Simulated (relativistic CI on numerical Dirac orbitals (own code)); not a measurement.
## Sensitivity of the levels of Os IV to α and to the nuclear radius

These numbers are calculated, not measured: Dirac-Coulomb-Breit CI, orbitals from a KLI potential per configuration, valence Slater integrals scaled by 0.85, P86 correlation energy added to each configuration, derivatives by finite differences, QED left out (own radial code, finite nucleus).

Configurations in the expansion (outside the closed core [Xe] 4f14): 5d⁵, 5d⁴6s, 5d³6s², 5d⁴6p, 5d³6s6p, 5d⁴6d. Levels of other configurations are missing.

With x = (α/α₀)² − 1 an excitation energy changes as ω = ω₀ + qx; K = 2q/ω₀ is the relative enhancement. Terms are leading LS components, so labels can repeat. The field-shift factor is F = δν/δ⟨r²⟩ for the transition from the lowest level.

Lowest level 5d⁵ ⁶S5/2.

| Level | ω₀ (cm⁻¹) | q (cm⁻¹) | K | F (GHz/fm²) |
| --- | --- | --- | --- | --- |
| 5d⁵ ⁴G5/2 | 16979.7 | -8031 | -0.946 | 1.77 |
| 5d⁵ ⁴G7/2 | 20637.0 | -2117 | -0.205 | 1.7 |
| 5d⁵ ⁴P3/2 | 21144.3 | -4246 | -0.402 | 3.72 |
| 5d⁵ ⁴G5/2 | 21508.3 | -1104 | -0.103 | 2.7 |
| 5d⁵ ⁴G11/2 | 21607.0 | -487.8 | -0.0452 | 1.29 |
| 5d⁵ ⁴G9/2 | 22183.7 | 515.4 | 0.0465 | 1.62 |
| 5d⁵ ⁴P1/2 | 23205.5 | -2965 | -0.256 | 5.06 |
| 5d⁵ ⁴D7/2 | 26223.4 | 726.9 | 0.0554 | 3.74 |
| 5d⁵ ⁴D5/2 | 27786.2 | -1364 | -0.0982 | 5 |
| 5d⁵ ⁴D1/2 | 28839.5 | 2064 | 0.143 | 5.74 |
| 5d⁵ ⁴D3/2 | 29845.1 | 2063 | 0.138 | 5.77 |
| 5d⁵ ²I11/2 | 30873.5 | 1135 | 0.0735 | 1.12 |
| 5d⁵ ⁴F3/2 | 33156.0 | -1177 | -0.071 | 4.64 |

For a near-neutral ion this model can misplace configurations by up to about 10,000 cm⁻¹ (more where the count of f electrons changes) and terms by 10 to 25 % of their spread. Rates follow the energies as ν³ (E1, M1) or ν⁵ (E2), so they and the lifetimes can be off by large factors. The fine structure of a lone outer electron comes out too small, for d and f at times inverted, and misplaced configurations move strength between like terms.
